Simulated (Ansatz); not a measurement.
Species: 3-fluoro-4-methyl-2H-oxete, C₄H₅FO (charge 0, singlet). SMILES: CC1=C(F)CO1
Geometry from a B3LYP-D3(BJ)/def2-TZVP (Ansatz, a first-principles code) optimisation:
```xyz
11

C     -2.0464    -0.1864    -0.1412
C     -0.5756    -0.1932    -0.1377
C      0.4857     0.4624     0.3244
F      0.6972     1.5424     1.0767
C      1.4049    -0.5106    -0.3471
O      0.1772    -1.1784    -0.8186
H     -2.4170     0.6557     0.4423
H     -2.4295    -0.1035    -1.1613
H     -2.4377    -1.1118     0.2884
H      1.9942    -0.1499    -1.1898
H      1.9858    -1.1782     0.2888
```
Charge 0, spin multiplicity 1.

Computed values are from Ansatz. Valence correlation only, unless marked. UHF or UKS for open shells. Spin-orbit coupling is left out. No relativistic terms. CBS(X,Y): correlation extrapolated as X^-3; Hartree-Fock from the larger set. The bracket is a focal-point correction in the basis named.

### Question
What is the T1 diagnostic at CCSD/cc-pVTZ?

### Answer
0.013.

### Question
What is the dipole moment at CCSD(T)/aug-cc-pVDZ?

### Answer
0.27 D.

### Question
What is the total energy at RI-MP2/CBS(cc-pVTZ,cc-pVQZ)+[CCSD(T)-MP2]/cc-pVTZ?

### Answer
-330.0914 Eh.

### Question
What is the atomisation energy De at RI-MP2/CBS(cc-pVTZ,cc-pVQZ)+[CCSD(T)-MP2]/cc-pVTZ?

### Answer
1101.9 kcal/mol.
